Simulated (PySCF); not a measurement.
Compound: indan, C₉H₁₀.
SMILES with atom numbers: `[cH:1]1[cH:2][cH:3][c:4]2[c:5]([cH:6]1)[CH2:7][CH2:8][CH2:9]2` (hydrogens: H10 on C1; H11 on C2; H12 on C3; H13 on C6; H14, H15 on C7; H16, H17 on C8; H18, H19 on C9)

The same species was optimised twice, with GFN2-xTB and with PBE0-D3(BJ)/def2-SVP (PySCF), and the same property calculations (PySCF, gas phase) were run on both structures.

```json
{"coordinate": "C5–C6 (Å)", "GFN2-xTB": "1.380", "PBE0-D3(BJ)/def2-SVP": "1.392", "change": "+0.012"}
{"coordinate": "C3–C4 (Å)", "GFN2-xTB": "1.380", "PBE0-D3(BJ)/def2-SVP": "1.392", "change": "+0.012"}
{"coordinate": "C1–C2 (Å)", "GFN2-xTB": "1.384", "PBE0-D3(BJ)/def2-SVP": "1.396", "change": "+0.012"}
{"coordinate": "C4–C5 (Å)", "GFN2-xTB": "1.393", "PBE0-D3(BJ)/def2-SVP": "1.401", "change": "+0.008"}
{"coordinate": "C2–C3 (Å)", "GFN2-xTB": "1.388", "PBE0-D3(BJ)/def2-SVP": "1.396", "change": "+0.008"}
{"coordinate": "C1–C6 (Å)", "GFN2-xTB": "1.388", "PBE0-D3(BJ)/def2-SVP": "1.396", "change": "+0.008"}
{"coordinate": "C4–C9 (Å)", "GFN2-xTB": "1.501", "PBE0-D3(BJ)/def2-SVP": "1.506", "change": "+0.005"}
{"coordinate": "C5–C7 (Å)", "GFN2-xTB": "1.501", "PBE0-D3(BJ)/def2-SVP": "1.506", "change": "+0.005"}
{"coordinate": "C8–C9 (Å)", "GFN2-xTB": "1.537", "PBE0-D3(BJ)/def2-SVP": "1.538", "change": "+0.001"}
{"coordinate": "C7–C8 (Å)", "GFN2-xTB": "1.537", "PBE0-D3(BJ)/def2-SVP": "1.538", "change": "+0.001"}
{"coordinate": "C3–C4–C9 (°)", "GFN2-xTB": "128.9", "PBE0-D3(BJ)/def2-SVP": "129.4", "change": "+0.5"}
{"coordinate": "C6–C5–C7 (°)", "GFN2-xTB": "128.9", "PBE0-D3(BJ)/def2-SVP": "129.4", "change": "+0.5"}
{"coordinate": "C1–C6–C5 (°)", "GFN2-xTB": "118.8", "PBE0-D3(BJ)/def2-SVP": "119.2", "change": "+0.4"}
{"coordinate": "C2–C3–C4 (°)", "GFN2-xTB": "118.8", "PBE0-D3(BJ)/def2-SVP": "119.2", "change": "+0.4"}
{"coordinate": "C4–C5–C7 (°)", "GFN2-xTB": "110.5", "PBE0-D3(BJ)/def2-SVP": "110.2", "change": "-0.3"}
{"coordinate": "C5–C4–C9 (°)", "GFN2-xTB": "110.5", "PBE0-D3(BJ)/def2-SVP": "110.2", "change": "-0.3"}
{"coordinate": "C3–C4–C5 (°)", "GFN2-xTB": "120.6", "PBE0-D3(BJ)/def2-SVP": "120.4", "change": "-0.2"}
{"coordinate": "C2–C1–C6 (°)", "GFN2-xTB": "120.6", "PBE0-D3(BJ)/def2-SVP": "120.4", "change": "-0.2"}
```

Rotational constants: A = 3581, B = 1521, C = 1097 MHz (GFN2-xTB) against A = 3545, B = 1501, C = 1084 MHz (PBE0-D3(BJ)/def2-SVP). Point groups within 0.08 Å: Cs and Cs. Atoms that the bonding makes alike are paired by their places after alignment.

On the GFN2-xTB structure: HOMO (eV) -6.74 [PBE0/pcSseg-1]; LUMO (eV) -0.14 [PBE0/pcSseg-1]; dipole (D) 0.61 [PBE0/pcSseg-1]; GIAO shielding of C1/C2 (mean) (ppm) 55.3 [PBE0/pcSseg-1]; GIAO shielding of C3/C6 (mean) (ppm) 57.1 [PBE0/pcSseg-1]; GIAO shielding of C4/C5 (mean) (ppm) 37.6 [PBE0/pcSseg-1]; GIAO shielding of C7/C9 (mean) (ppm) 150.1 [PBE0/pcSseg-1]; GIAO shielding of C8 (ppm) 158.0 [PBE0/pcSseg-1].

Question: What do these properties become on the PBE0-D3(BJ)/def2-SVP structure?

Answer: 
```tsv
property	level	on GFN2-xTB	on PBE0-D3(BJ)/def2-SVP	change
HOMO (eV)	PBE0/pcSseg-1	-6.74	-6.73	+0.01
LUMO (eV)	PBE0/pcSseg-1	-0.14	-0.20	-0.06
dipole (D)	PBE0/pcSseg-1	0.61	0.62	+0.01
energy, GFN2-xTB geometry as zero (kcal/mol)	PBE0/pcSseg-1	0.0	-0.3	-0.3
GIAO shielding of C1/C2 (mean) (ppm)	PBE0/pcSseg-1	55.3	52.6	-2.7
GIAO shielding of C3/C6 (mean) (ppm)	PBE0/pcSseg-1	57.1	54.7	-2.4
GIAO shielding of C4/C5 (mean) (ppm)	PBE0/pcSseg-1	37.6	35.3	-2.3
GIAO shielding of C7/C9 (mean) (ppm)	PBE0/pcSseg-1	150.1	148.6	-1.5
GIAO shielding of C8 (ppm)	PBE0/pcSseg-1	158.0	155.9	-2.1
```

The heavy atoms differ by 0.013 Å rms after alignment (one structure mirrored). Among bonds between heavy atoms C1–C2, C3–C4 and C5–C6 change most and about equally (+0.012 Å). Changes are differences of the printed values. Neither structure is proved a minimum here.
